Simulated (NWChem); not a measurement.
Ge3H7, doublet; SMILES [GeH2][GeH2][GeH3]

```xyz
10

Ge     0.4337    -2.0832     0.0000
Ge    -0.9174    -0.0322     0.0000
Ge     0.4438     2.0226     0.0000
H      1.3562    -2.1832    -1.2554
H      1.3595    -2.1812     1.2532
H     -1.8387    -0.0410    -1.2482
H     -1.8384    -0.0406     1.2485
H     -0.4564     3.2845    -0.0132
H      1.3576     2.0593    -1.2481
H      1.3382     2.0716     1.2617
```
Atoms are numbered in this order, from 1.

All runs: NWChem. Spin-unrestricted. Geometry: optimised at B3LYP/6-31G* (spherical d), spin-unrestricted. No stability test was run on the SCF state. Total energies compare along this basis series because the functional is fixed.

| level | basis functions | energy (Ha) | highest occupied level (eV) | lowest empty minus highest occupied level, either spin (eV) | dipole (D) | <S²> |
|---|---|---|---|---|---|---|
| UHF/cc-pVDZ | 116 | -6230.0533 | -8.51 | 9.10 | 0.23 | 0.757 |
| UHF/aug-cc-pVDZ | 171 | -6230.0566 | -8.50 | 8.76 | 0.19 | 0.758 |
| UHF/cc-pVTZ | 227 | -6230.2725 | -8.52 | 9.04 | 0.21 | 0.759 |
